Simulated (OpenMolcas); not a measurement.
**Sr⁺: effect of the basis set**

- Program: OpenMolcas
- Method: CASSCF
- Active space: 1 electron in 4 orbitals (5s 5p)
- State averaging: 2S+1 = 2 even, 1 root; 2S+1 = 2 odd, 3 roots
- Spin-orbit coupling: state interaction with AMFI integrals over the reference wave functions, term energies averaged over their components

A. ANO-R1 [5s4p2d], X2C, finite nucleus; cost about 4 core-seconds
B. ANO-RCC-VDZP [6s5p2d], DKH2, point nucleus; cost of the order of 5 core-seconds
C. ANO-R2 [6s5p3d1f], X2C, finite nucleus; cost of the order of 4 core-seconds
D. ANO-RCC-VTZP [7s6p3d1f], DKH2, point nucleus; cost about 4 core-seconds
E. ANO-RCC-VQZP [8s7p4d2f1g], DKH2, point nucleus; cost about 8 core-seconds
F. ANO-R3 [8s6p5d3f2g], X2C, finite nucleus; cost of the order of 6 core-seconds

Energies in cm⁻¹ above 5s ²S_1/2, the measured ground level; measured values from NIST Handbook of Basic Atomic Spectroscopic Data.

| Level | A | B | C | D | E | F | Measured |
| --- | --- | --- | --- | --- | --- | --- | --- |
| 5s ²S_1/2 | 0.0 | 0.0 | 0.0 | 0.0 | 0.0 | 0.0 | 0.0 |
| 5p ²P°_1/2 | 24967 | 21835 | 25536 | 21854 | 21790 | 25544 | 23715 |
| 5p ²P°_3/2 | 25771 | 22372 | 26324 | 22382 | 22350 | 26317 | 24517 |

Deviations, from unrounded energies. A percentage is the sum of absolute deviations over the sum of measured energies, with the sign that they share, or ± where signs differ.

| Against measurement | Levels | A | B | C | D | E | F |
| --- | --- | --- | --- | --- | --- | --- | --- |
| mean absolute deviation (cm-1) | 2 | 1300 | 2000 | 1800 | 2000 | 2000 | 1800 |
| other configurations (%) | 2 | +5.2 | -8.3 | +7.5 | -8.3 | -8.5 | +7.5 |

A lies closest to measurement on these levels and E furthest from it. The largest miss of A in the table is 5p ²P°_3/2, by +1300 cm-1. The ranking rests on the paired levels alone, and a cruder setting can come out closer through cancelling errors.

Among A to F the level of the table that moves most is 5p ²P°_3/2, by 4000 cm-1 (lowest in E, highest in C).

ANO sets are built for ground and valence states and can reach diffuse excited orbitals poorly. With one active electron the reference holds no correlation, so core polarisation is missing. The ANO-R sets hold no well-fitted valence p shell for this element, so s → p excitations can come out far too high (holds for A; C; F). Computed and measured levels are paired by configuration, term and J; levels that our copy of the source lacks, or whose pairing is in doubt (as where it misses far off the trend of its configuration), stay unpaired and out of the deviations. Levels of configurations outside the active space are missing.

° marks odd parity.
